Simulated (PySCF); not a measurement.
Species: CH₅FGe.
SMILES with atom numbers: `[CH3:1][GeH2:2][F:3]` (hydrogens: H4, H5, H6 on C1; H7, H8 on Ge2)

Structure used (PBE0-D3(BJ)/def2-SVP), in Å, numbered top down from 1:
```xyz
8
CH5FGe angstrom
C      1.0301   -0.1975   -0.0086
Ge    -0.8871    0.0726   -0.0367
F     -1.1727    1.7191    0.4805
H      1.2732   -1.2295   -0.3026
H      1.4189   -0.0183    1.0038
H      1.5204    0.4959   -0.7062
H     -1.4905   -0.0360   -1.4485
H     -1.6342   -0.8210    0.9695
```

Method: core-valence-separated Tamm–Dancoff BHandHLYP/aug-pcX-1 (pcseg-1 on H, def2-SVPD on Ge) in PySCF, non-relativistic, gas phase, PBE0-D3(BJ)/def2-SVP geometry. BHandHLYP without relativity tends to put these K edges a few eV too low, so spacings mean more than positions.

The lowest roots of each edge with f over 0.003 (five at most, numbered afresh; weaker and dark ones are left out), with transition dipoles (au) in the frame of the coordinates:

| root | edge | E (eV) | f | μx | μy | μz |
| --- | --- | --- | --- | --- | --- | --- |
| 1 | C | 285.87 | 0.0109 | 0.0003 | 0.0378 | 0.0110 |
| 2 | C | 286.01 | 0.0388 | 0.0716 | -0.0203 | -0.0021 |
| 3 | C | 286.41 | 0.0343 | -0.0035 | -0.0201 | 0.0668 |
| 4 | C | 286.51 | 0.0277 | -0.0286 | -0.0529 | -0.0181 |
| 5 | C | 287.20 | 0.0084 | 0.0343 | -0.0039 | 0.0005 |
| 6 | F | 683.37 | 0.0212 | 0.0041 | -0.0337 | -0.0107 |
| 7 | F | 685.60 | 0.0052 | -0.0131 | -0.0110 | -0.0043 |
| 8 | F | 685.98 | 0.0056 | -0.0148 | 0.0105 | 0.0025 |
| 9 | F | 686.62 | 0.0131 | -0.0017 | -0.0087 | 0.0264 |
| 10 | F | 687.14 | 0.0030 | 0.0055 | 0.0115 | 0.0041 |

Task: Molecules are fixed in this frame and the field points along (1, 1, 0)/√2. What effective strengths 3 f cos²θ do the roots have (θ between field and μ)?

Result: root 1 (C1): 0.015, root 2 (C1): 0.028, root 3 (C1): 0.006, root 4 (C1): 0.070, root 5 (C1): 0.010, root 6 (F3): 0.022, root 7 (F3): 0.015, root 8 (F3): 0.000, root 9 (F3): 0.003, root 10 (F3): 0.007. Root 4 is the strongest. Averaged over all orientations cos²θ is 1/3, which gives f back.

 The BHandHLYP/aug-pcX-1 (pcseg-1 on H, def2-SVPD on Ge) calculation is non-relativistic and has no spin–orbit coupling, an omission that weighs most on germanium.
